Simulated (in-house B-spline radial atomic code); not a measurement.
Results of a calculation; reference values are marked as such.
# Weak and strong correlation along the adiabatic connection

Two-electron singlets in several external potentials (atomic units), by full CI in B-splines with partial waves to l = 8 (correlation energies up to 0.6 % small). The repulsion is scaled by λ at fixed density; W(λ) is the mean repulsion less the Hartree energy, W(0) = E_x, and the area under W from 0 to 1 is E_xc.

One system gave this curve:

| λ | W (hartree) |
| --- | --- |
| 0 | -0.40983 |
| 0.02 | -0.41219 |
| 0.05 | -0.41561 |
| 0.12 | -0.42309 |
| 0.25 | -0.43532 |
| 0.4 | -0.44722 |
| 0.6 | -0.46025 |
| 0.8 | -0.47086 |
| 1 | -0.47965 |
| 1.4 | -0.49336 |
| 2 | -0.5078 |

(1) Which system is it?
A. −Z/r, Z = 0.5, wall at 1 bohr
B. −Z/r, Z = 1.04
C. ω²r²/2 − Z/r, ω = 0.0779, Z = 2
D. −Z exp(−kr)/r, Z = 8.31, k = 1.64

## Answers

(1) B. The exchange energy sets the size: −Z/r, Z = 1.04: E_x = -0.41, E_c = -0.0412; −Z exp(−kr)/r, Z = 8.31, k = 1.64: E_x = -4.81, E_c = -0.0455; −Z/r, Z = 0.5, wall at 1 bohr: E_x = -1.81, E_c = -0.0492; ω²r²/2 − Z/r, ω = 0.0779, Z = 2: E_x = -1.03, E_c = -0.042 hartree.
